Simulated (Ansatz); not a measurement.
This geometry of CH₇NSi₂ (11 atoms, charge 0, multiplicity 1) is a first-order saddle point.

Method: UKS PBE-D4/def2-SVP (Ansatz).

```xyz
11
Properties=species:S:1:pos:R:3
C -0.947 2.126 0.509
N -0.700 0.893 0.201
Si -0.004 -0.604 0.886
Si 0.952 -1.625 -0.997
H -0.419 2.648 1.336
H -1.713 2.700 -0.050
H -1.539 -0.164 0.334
H 0.974 -0.427 2.047
H -0.093 -1.738 -2.073
H 2.130 -0.858 -1.544
H 1.423 -3.007 -0.627
```

(1) Which two structures does it join? (They come from a converged band through this point; their orientation in space is the band's.)

(2) How far does it lie above each of them?

Answers

(1) Bonds broken: Si3–H7. Bonds formed: N2–H7.

Image 0:

```xyz
11
Properties=species:S:1:pos:R:3
C -0.746 2.175 0.399
N -1.047 0.995 0.026
Si -0.366 -0.496 0.697
Si 0.908 -1.476 -1.022
H -0.030 2.426 1.226
H -1.208 3.057 -0.105
H -1.516 -1.393 1.063
H 0.492 -0.273 1.929
H 0.051 -1.732 -2.232
H 2.037 -0.557 -1.408
H 1.492 -2.783 -0.552
```

Image 8:

```xyz
11
Properties=species:S:1:pos:R:3
C -0.904 1.935 0.571
N -0.881 0.652 0.302
Si -0.110 -0.825 1.147
Si 0.929 -1.609 -0.841
H -0.215 2.328 1.334
H -1.614 2.609 0.067
H -1.549 0.371 -0.432
H 1.013 -0.035 1.826
H -0.150 -1.840 -1.878
H 1.955 -0.702 -1.483
H 1.592 -2.940 -0.593
```

(2) 207.4 kJ/mol above the first and 147.7 kJ/mol above the second. This is the barrier of this one path; another mechanism may lie lower. The orbitals stay closed-shell, which can raise the energy where a bond breaks towards radicals; this wasn't checked here.

Time of the run: 4.1 min on 2 threads of Arm Neoverse V2, on a shared host, peak memory 0.16 GiB.
